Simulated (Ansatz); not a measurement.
One change: `[CH3][W](=[NH])(=[NH])[NH2]` becomes `[CH3][W](=[NH])(=[NH])[Cl]`.

Ansatz, PBE0-D4/def2-TZVP geometries, multiplicity 1. Each molecule was computed in one conformer, which needn't be the lowest.

Elements past krypton have def2 core potentials.

| property | `[CH3][W](=[NH])(=[NH])[NH2]` |
| --- | --- |
| HOMO energy (B3LYP/def2-TZVPP) / eV | -7.16 |
| LUMO energy (PBE/def2-TZVPP) / eV | -1.56 |
| size of the dipole moment (ωB97M-V/def2-TZVPP) / D | 1.45 |
| size of the dipole moment (B3LYP/def2-TZVPP) / D | 1.44 |
| size of the dipole moment (PBE/def2-TZVPP) / D | 1.46 |
| LUMO energy (B3LYP/def2-TZVPP) / eV | -0.95 |

(1) What does the change do to each property? (Best estimate.)

Answers

(1) Computed: 
```csv
property,`[CH3][W](=[NH])(=[NH])[Cl]`,shift
HOMO energy (B3LYP/def2-TZVPP) / eV,-7.67,-0.51
LUMO energy (PBE/def2-TZVPP) / eV,-2.72,-1.16
size of the dipole moment (ωB97M-V/def2-TZVPP) / D,2.13,0.68
size of the dipole moment (B3LYP/def2-TZVPP) / D,2.11,0.67
size of the dipole moment (PBE/def2-TZVPP) / D,2.10,0.64
LUMO energy (B3LYP/def2-TZVPP) / eV,-2.15,-1.20
```

With PBE0 the HOMO falls by 0.52 eV and the LUMO falls by 1.21 eV, so the gap narrows by about 0.69 eV. PBE moves the HOMO by -0.47 eV and ωB97M-V by -0.44 eV. The zero-point energy changes by -64.0 kJ/mol with -6 modes. Dipoles are sizes alone; their direction can turn.

Positive LUMOs are unbound, so they and the gaps depend on the basis.

B3LYP here is the variant with VWN-RPA as its local correlation; programs differ in this.
